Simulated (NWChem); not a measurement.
System: silylarsine (SiAsH$_{5}$); SMILES [SiH3][AsH2]

Here is an NWChem input.

```
start job
memory heap 200 mb stack 900 mb global 1100 mb
geometry units angstroms noautosym nocenter noautoz
  Si    -0.020034     1.574079     0.000000
  As    -0.044107    -0.818250     0.000000
  H     -0.744852     2.053700    -1.207333
  H     -0.744852     2.053700     1.207333
  H      1.347375     2.160029     0.000000
  H      1.020463    -0.900214    -1.101582
  H      1.020463    -0.900214     1.101582
end
basis spherical
  * library pcsseg-1
end
dft
  xc kt2
  iterations 150
end
property
  shielding 5 1 2 3 5 6
  efieldgrad
end
task dft property
```

Parts of the log:

```
             Northwest Computational Chemistry Package (NWChem) 7.3.0
             --------------------------------------------------------

                             Geometry "geometry" -> ""
                             -------------------------

 Output coordinates in angstroms (scale by  1.889725989 to convert to a.u.)

  No.       Tag          Charge          X              Y              Z
 ---- ---------------- ---------- -------------- -------------- --------------
    1 Si                  14.0000    -0.02003400     1.57407900     0.00000000
    2 As                  33.0000    -0.04410700    -0.81825000     0.00000000
    3 H                    1.0000    -0.74485200     2.05370000    -1.20733300
    4 H                    1.0000    -0.74485200     2.05370000     1.20733300
    5 H                    1.0000     1.34737500     2.16002900     0.00000000
    6 H                    1.0000     1.02046300    -0.90021400    -1.10158200
    7 H                    1.0000     1.02046300    -0.90021400     1.10158200

 Effective nuclear repulsion energy (a.u.)     163.0341436171

                              NWChem Property Module
                              ----------------------

  itol2e modified to match energy
  convergence criterion.

                                 NWChem DFT Module
                                 -----------------

 Summary of "ao basis" -> "ao basis" (spherical)
 ------------------------------------------------------------------------------
       Tag                 Description            Shells   Functions and Types
 ---------------- ------------------------------  ------  ---------------------
 Si                         pcsseg-1                10       24   4s5p1d
 As                         pcsseg-1                15       41   5s7p3d
 H                          pcsseg-1                 3        5   2s1p

  itol2e modified to match energy
  convergence criterion.

            General Information
            -------------------
          SCF calculation type: DFT
          Wavefunction type:  closed shell.
          No. of atoms     :     7
          No. of electrons :    52
           Alpha electrons :    26
            Beta electrons :    26
          Charge           :     0
          Spin multiplicity:     1
          Use of symmetry is: off; symmetry adaption is: off
          Maximum number of iterations: 150
          AO basis - number of functions:    90
                     number of shells:    40
          Convergence on energy requested:  1.00D-07
          Convergence on density requested:  1.00D-05
          Convergence on gradient requested:  5.00D-04

              XC Information
              --------------
                          KT2 Method XC Functional
                        Slater Exchange Functional  1.072 local
                           KT1 gradient correction  1.000 non-local
            Perdew 1991 LDA Correlation Functional  0.577 local

             Grid Information
             ----------------
          Grid used for XC integration:  fine
          Radial quadrature: Mura-Knowles
          Angular quadrature: Lebedev.
          Tag              B.-S. Rad. Rad. Pts. Rad. Cut. Ang. Pts.
          ---              ---------- --------- --------- ---------
          Si                  1.10      123          10.0       770
          As                  1.15      140          10.0       974
          H                   0.35       60          12.0       590
          Grid pruning is: on
          Number of quadrature shells:   563
          Spatial weights used:  Erf1

      Superposition of Atomic Density Guess
      -------------------------------------

 Sum of atomic energies:       -2525.18275957

      Non-variational initial energy
      ------------------------------

 Total energy =   -2525.730643
 1-e energy   =   -3842.587350
 2-e energy   =    1153.822564
 HOMO         =      -0.291132
 LUMO         =       0.057169

   convergence    iter        energy       DeltaE   RMS-Dens  Diis-err
 ---------------- ----- ----------------- --------- --------- ---------
 d= 0,ls=0.0,diis     1  -2539.5711393882 -2.70D+03  8.27D-03  2.82D+00
 d= 0,ls=0.0,diis     2  -2539.5907405885 -1.96D-02  6.27D-03  2.34D-01
 d= 0,ls=0.0,diis     3  -2539.5971147841 -6.37D-03  2.84D-03  1.03D-01
 d= 0,ls=0.0,diis     4  -2539.6062968808 -9.18D-03  6.01D-04  1.12D-03
 d= 0,ls=0.0,diis     5  -2539.6064867293 -1.90D-04  2.04D-04  2.62D-04
  Resetting Diis
 d= 0,ls=0.0,diis     6  -2539.6065311932 -4.45D-05  3.36D-05  9.28D-06
 d= 0,ls=0.0,diis     7  -2539.6065319190 -7.26D-07  2.70D-05  8.49D-07
 d= 0,ls=0.0,diis     8  -2539.6065317577  1.61D-07  1.59D-05  2.11D-06
 d= 0,ls=0.0,diis     9  -2539.6065320696 -3.12D-07  1.41D-06  1.52D-08
 d= 0,ls=0.0,diis    10  -2539.6065320717 -2.08D-09  2.61D-07  3.76D-10

         Total DFT energy =    -2539.606532071669
      One electron energy =    -3847.734685482290
           Coulomb energy =     1262.667928599991
    Exchange-Corr. energy =     -117.573918806454
 Nuclear repulsion energy =      163.034143617084

 Numeric. integr. density =       51.999998674670

                       DFT Final Molecular Orbital Analysis
                       ------------------------------------

 Vector   24  Occ=2.000000D+00  E=-3.106065D-01
              MO Center= -2.3D-01,  1.2D+00, -2.7D-09, r^2= 3.9D+00
   Bfn.  Coefficient  Atom+Function         Bfn.  Coefficient  Atom+Function
  ----- ------------  ---------------      ----- ------------  ---------------
    66     -0.306069  3 H  s                 71      0.306069  4 H  s
    16      0.294478  1 Si pz                81      0.179487  6 H  s
    86     -0.179487  7 H  s                 67     -0.166231  3 H  s
    72      0.166231  4 H  s                 47     -0.163553  2 As pz
    50     -0.136401  2 As pz                19      0.124988  1 Si pz

 Vector   25  Occ=2.000000D+00  E=-2.898941D-01
              MO Center=  1.2D-03,  3.2D-01, -8.7D-10, r^2= 3.6D+00
   Bfn.  Coefficient  Atom+Function         Bfn.  Coefficient  Atom+Function
  ----- ------------  ---------------      ----- ------------  ---------------
    49     -0.238527  2 As py                15      0.235439  1 Si py
    46     -0.220409  2 As py                45      0.217682  2 As px
    48      0.209322  2 As px                81      0.186563  6 H  s
    86      0.186563  7 H  s                 66      0.178109  3 H  s
    71      0.178109  4 H  s                 29     -0.175915  2 As s

 Vector   26  Occ=2.000000D+00  E=-2.419524D-01
              MO Center= -4.4D-02, -5.2D-01, -1.8D-11, r^2= 3.2D+00
   Bfn.  Coefficient  Atom+Function         Bfn.  Coefficient  Atom+Function
  ----- ------------  ---------------      ----- ------------  ---------------
    49      0.332611  2 As py                48      0.306023  2 As px
    28     -0.299420  2 As s                 29     -0.269177  2 As s
    46      0.269286  2 As py                45      0.241070  2 As px
    27      0.239250  2 As s                 15     -0.212846  1 Si py
    76     -0.155090  5 H  s                 77     -0.128360  5 H  s

 Vector   27  Occ=0.000000D+00  E=-2.609392D-02
              MO Center=  8.2D-02,  6.0D-01,  5.5D-10, r^2= 5.3D+00
   Bfn.  Coefficient  Atom+Function         Bfn.  Coefficient  Atom+Function
  ----- ------------  ---------------      ----- ------------  ---------------
    49      0.974517  2 As py                18      0.945813  1 Si py
     4     -0.769999  1 Si s                 29      0.625037  2 As s
     3     -0.358319  1 Si s                 15      0.306860  1 Si py
    77      0.293367  5 H  s                 46      0.263462  2 As py
    17     -0.232630  1 Si px                 2      0.194864  1 Si s

 Vector   28  Occ=0.000000D+00  E=-1.744873D-02
              MO Center=  1.9D-01, -5.2D-01,  9.4D-09, r^2= 3.9D+00
   Bfn.  Coefficient  Atom+Function         Bfn.  Coefficient  Atom+Function
  ----- ------------  ---------------      ----- ------------  ---------------
    50      0.960204  2 As pz                82      0.779394  6 H  s
    87     -0.779394  7 H  s                 19      0.384902  1 Si pz
    67      0.331523  3 H  s                 72     -0.331523  4 H  s
    81      0.274157  6 H  s                 86     -0.274157  7 H  s
    47      0.257847  2 As pz                66      0.114140  3 H  s

 Vector   29  Occ=0.000000D+00  E=-1.330156D-02
              MO Center=  4.1D-01,  6.7D-02, -1.0D-08, r^2= 5.6D+00
   Bfn.  Coefficient  Atom+Function         Bfn.  Coefficient  Atom+Function
  ----- ------------  ---------------      ----- ------------  ---------------
    29      1.246452  2 As s                 82     -0.846593  6 H  s
    87     -0.846593  7 H  s                 77     -0.820629  5 H  s
    48      0.743855  2 As px                18      0.641299  1 Si py
    17      0.518377  1 Si px                 3      0.319227  1 Si s
    28      0.278590  2 As s                 27     -0.249058  2 As s

     Multipole analysis of the density
     ---------------------------------

     L   x y z        total         alpha         beta         nuclear
     -   - - -        -----         -----         ----         -------
     0   0 0 0     -0.000000    -26.000000    -26.000000     52.000000

     1   1 0 0      0.161104     -0.073073     -0.073073      0.307251
     1   0 1 0      0.070422      0.505888      0.505888     -0.941354
     1   0 0 1     -0.000000     -0.000000     -0.000000      0.000000

     2   2 0 0    -26.462488    -22.297348    -22.297348     18.132208
     2   1 1 0     -0.685778      1.865474      1.865474     -4.416726
     2   1 0 1     -0.000000     -0.000000     -0.000000      0.000000
     2   0 2 0    -26.758157   -141.052841   -141.052841    255.347525
     2   0 1 1     -0.000000     -0.000000     -0.000000      0.000000
     2   0 0 2    -25.511528    -22.294562    -22.294562     19.077596

          -----------------------
          Electric field gradient
          -----------------------

 1 a.u. = 0.324123 10**(16) esu/cm**3  ( or statvolts/cm**2 ) = 0.97174 10**(22) v/m**2

 ------------------------------------------------------------
   Atom      X         Y         Z
 ------------------------------------------------------------
    1 Si  -0.03786   2.97458   0.00000
 ------------------------------------------------------------

 Electric field gradient in molecular frame (a.u.)
         XX             YY             ZZ             XY             XZ             YZ
 ------------------------------------------------------------------------------------------
        0.130644      -0.258787       0.128142       0.010637       0.000000      -0.000000

 Principal components (a.u.) and orientation
 of principal axis w.r.t. absolute frame                      Asymmetry parameter eta
 --------------------------------------------------------------------------------------
       -0.259077       0.130935       0.128142                       0.010778

       -0.027284       0.999628      -0.000001
        0.999628       0.027284      -0.000000
        0.000000       0.000001       1.000000

[...]

          -----------------------------------------
          Chemical Shielding Tensors (GIAO, in ppm)
          -----------------------------------------

                                NWChem CPHF Module
                                ------------------

  scftype          =     RHF
  nclosed          =       26
  nopen            =        0
  variables        =     1664
  # of vectors     =        3
  tolerance        = 0.10D-03
  level shift      = 0.00D+00
  max iterations   =       50
  max subspace     =       30

 SCF residual:    8.7482140127123267E-006

Iterative solution of linear equations
  No. of variables     1664
  No. of equations        3
  Maximum subspace       30
        Iterations       50
       Convergence  1.0D-04

   iter   nsub   residual    time
   ----  ------  --------  ---------
     1      3    4.03D-06      31.6

      Atom:    1  Si
        Diamagnetic
    879.6711      0.0694      0.0000
      0.0694    889.4061     -0.0000
      0.0000     -0.0000    879.8835

        Paramagnetic
   -445.7142     -2.0213      0.0000
     -2.0213   -413.5287     -0.0000
      0.0000     -0.0000   -461.7947

        Total Shielding Tensor
    433.9569     -1.9519      0.0000
     -1.9519    475.8774     -0.0000
      0.0000     -0.0000    418.0889

           isotropic =     442.6411
          anisotropy =      49.9905

          Principal Components and Axis System
                 1           2           3
              475.9681    433.8662    418.0889

      1        -0.0464      0.9989     -0.0000
      2         0.9989      0.0464      0.0000
      3        -0.0000      0.0000      1.0000

      Atom:    2  As
        Diamagnetic
   2878.2473     -0.6991      0.0000
     -0.6991   2884.6637     -0.0000
      0.0000     -0.0000   2879.9405

        Paramagnetic
  -1023.8302    -23.0623      0.0000
    -23.0623   -991.5927     -0.0000
      0.0000     -0.0000   -766.0012

        Total Shielding Tensor
   1854.4171    -23.7614      0.0000
    -23.7614   1893.0709     -0.0000
      0.0000     -0.0000   2113.9392

           isotropic =    1953.8091
          anisotropy =     240.1952

          Principal Components and Axis System
                 1           2           3
             2113.9392   1904.3730   1843.1151

      1         0.0000     -0.4295      0.9031
      2        -0.0000      0.9031      0.4295
      3         1.0000      0.0000     -0.0000

      Atom:    3  H
        Diamagnetic
     25.6094     -2.9485      5.2472
     -2.9485     28.3390     -5.0533
      5.2472     -5.0533     31.4030

        Paramagnetic
     -0.0149      0.9224     -2.4640
      0.9224     -0.2880      1.7476
     -2.4640      1.7476     -3.1788

        Total Shielding Tensor
     25.5946     -2.0261      2.7832
     -2.0261     28.0510     -3.3058
      2.7832     -3.3058     28.2243

           isotropic =      27.2900
          anisotropy =       8.5881

          Principal Components and Axis System
                 1           2           3
               33.0153     25.0251     23.8294

      1         0.4185      0.3614      0.8332
      2        -0.6155      0.7875     -0.0324
      3         0.6678      0.4993     -0.5520

      Atom:    4  H
        Diamagnetic
     33.5854      6.7214     -0.0000
      6.7214     28.9158     -0.0000
     -0.0000     -0.0000     22.1119

        Paramagnetic
     -4.4443     -2.6184      0.0000
     -2.6184     -0.1692     -0.0000
      0.0000     -0.0000      0.8376

        Total Shielding Tensor
     29.1411      4.1031      0.0000
      4.1031     28.7467     -0.0000
      0.0000     -0.0000     22.9495

           isotropic =      26.9458
          anisotropy =       9.1589

          Principal Components and Axis System
                 1           2           3
               33.0517     24.8361     22.9495

      1         0.7239     -0.6899     -0.0000
      2         0.6899      0.7239      0.0000
      3         0.0000     -0.0000      1.0000

      Atom:    5  H
        Diamagnetic
     30.5390     -2.2264    -11.9052
     -2.2264     22.2027      2.0676
    -11.9052      2.0676     31.9405

        Paramagnetic
     -0.0301      0.1133      2.9635
      0.1133      1.9605     -0.3859
      2.9635     -0.3859      0.9504

        Total Shielding Tensor
     30.5089     -2.1131     -8.9418
     -2.1131     24.1632      1.6817
     -8.9418      1.6817     32.8908

           isotropic =      29.1876
          anisotropy =      17.9239

          Principal Components and Axis System
                 1           2           3
               41.1369     23.9286     22.4974

      1        -0.6539     -0.1716      0.7369
      2         0.1548      0.9230      0.3523
      3         0.7406     -0.3444      0.5770
```

Level: KT2/pcSseg-1, GIAO. The geometry was optimised at B3LYP/6-31G* (spherical d). NWChem prints the field gradient with the sign opposite to the second derivative of the potential. The output numbers the shielded atoms by their place in the input's list. The printed shielding anisotropy is the first printed principal value minus the mean of the other two.
